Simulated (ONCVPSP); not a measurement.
## potassium: one change to an ONCV potential, before and after

potassium, optimised norm-conserving Vanderbilt (ONCV), made with ONCVPSP 4.0.1 (Wu-Cohen, scalar-relativistic). Core [Ne], reference 3s2 3p6 4s1. Waves: 3s+4s: rc 1.90 bohr, ncon 4, nbas 7, qcut 4.9 1/bohr, 2 projectors; 3p: rc 1.30 bohr, ncon 3, nbas 7, qcut 5.3 1/bohr, 1 projector; d scattering state at 0.08 Ha: rc 2.00 bohr, ncon 3, nbas 7, qcut 5.3 1/bohr, 2 projectors, debl 3.8 Ha. Local part: polynomial inside 1.10 bohr (lpopt 5, dvloc0 0 Ha). Core correction: polynomial model core, fcfact 0.5.

All-electron outer shells of the reference configuration (Wu-Cohen, scalar-relativistic, ld1.x):

```
shell  level (eV)  outermost node (bohr)  outermost maximum (bohr)
   2p     -280.21                      –                      0.26
   3s      -35.33                   0.48                      1.07
   3p      -18.86                   0.45                      1.15
   4s       -2.27                   1.58                      4.29
```

Change: all radii but the core radius scaled by about 1.07 (s 2.02, p 1.38, d 2.14 bohr); local potential polynomial inside 1.18 bohr (lpopt 5, dvloc0 0 Ha).

Cutoffs: the cutoffs (Ha) at which the residual kinetic energy of the hardest occupied pseudo-wave falls to 1 and 0.1 mHa per electron; they do not see the model core or the augmentation charge, which bear on the density cutoff. Errors are all-electron minus pseudo energies relative to the spin-unpolarised reference configuration.

Predict the effect on cutoff, ghosts and configuration errors.

The potential gets softer (11 Ha and 30 Ha → 11 Ha and 15 Ha); the errors of the 4 common tests hardly move; neither file shows a bound ghost. A larger radius leaves more room for a smooth pseudo-wave, so fewer plane waves are needed.

| quantity | base | changed |
| --- | --- | --- |
| cutoff, loose | 11 Ha | 11 Ha |
| cutoff, tight | 30 Ha | 15 Ha |
| loose cutoff by channel | s 9.3 Ha, p 11 Ha | s 8.1 Ha, p 11 Ha |
| bound ghosts | none | none |
| GHOST(+) flags under 300 eV | none | none |
| error for 3s2 3p6 4s0, meV [ΔE 4.17 eV] | -0.2 | -0.2 |
| error for 3s2 3p6 4s0.5, meV [ΔE 1.59 eV] | 0.0 | 0.0 |
| error for 3s2 3p6 4s0 4p1, meV [ΔE 1.48 eV] | +1.9 | +1.8 |
| error for 3s2 3p5 4s1, meV [ΔE 24.95 eV] | +17 | +18 |
| rms error of d²Exc/dni dnj with the model core, mHa | 1.26 | 1.33 |

Base: The cutoffs count occupied waves only; projector 2 of the d channel, the hardest unoccupied one, needs 65 Ha at the loose tolerance. Changed file: The cutoffs count occupied waves only; projector 2 of the d channel, the hardest unoccupied one, needs 56 Ha at the loose tolerance.
